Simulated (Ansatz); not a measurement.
Relaxation of Cl2H2OZn (6 atoms, charge 0, multiplicity 1), to a largest force component of 0.03 eV/Å in at most 50 steps.

The calculation used Ansatz, RKS B3LYP-D4/def2-SVP.

```xyz
6
Properties=species:S:1:pos:R:3
Zn -0.321 -0.045 0.003
O -0.375 0.126 1.785
H -0.948 -0.487 2.266
Cl -0.318 -0.118 -2.101
Cl 2.823 0.688 1.177
H 1.778 0.527 1.996
```

Where does it end, and by what steps?

The run converged. After 20 steps the energy has fallen by 1.467 eV; H6 moved furthest, 1.39 Å. Parted: Cl5–H6 (1.34 → 3.02 Å). Joined: Zn1–Cl5 (3.43 → 2.15 Å), O2–H6 (2.20 → 0.97 Å).

| step | energy less start (eV) | largest force component (eV/Å) | accepted |
| --- | --- | --- | --- |
| 0 | 0.0000 | 0.930 | yes |
| 1 | -0.1335 | 0.291 | yes |
| 2 | -0.2042 | 0.490 | yes |
| 3 | -0.2457 | 0.539 | yes |
| 4 | -0.2754 | 0.400 | yes |
| 5 | -0.3285 | 0.640 | yes |
| 6 | -0.4375 | 1.196 | yes |
| 7 | -0.6895 | 1.775 | yes |
| 8 | -1.0944 | 1.047 | yes |
| 9 | -1.2457 | 3.751 | yes |
| 10 | -1.4109 | 0.641 | yes |
| 11 | -1.3454 | 1.523 | no |
| 12 | -1.4461 | 0.233 | yes |
| 13 | -1.4590 | 0.107 | yes |
| 14 | -1.4433 | 0.951 | no |
| 15 | -1.4631 | 0.076 | yes |
| 16 | -1.4643 | 0.108 | yes |
| 17 | -1.4633 | 0.086 | no |
| 18 | -1.4665 | 0.047 | yes |
| 19 | -1.4669 | 0.109 | yes |
| 20 | -1.4673 | 0.016 | yes |

```xyz
6
Properties=species:S:1:pos:R:3
Zn 0.854 0.276 -0.121
O -0.096 0.179 1.756
H -0.848 -0.397 1.958
Cl -0.627 -0.262 -1.571
Cl 2.817 0.766 0.615
H 0.538 0.130 2.489
```

The run took 20 s on 2 threads of AMD EPYC 9B45 (Zen 5), on a shared host, peak memory 0.22 GiB.
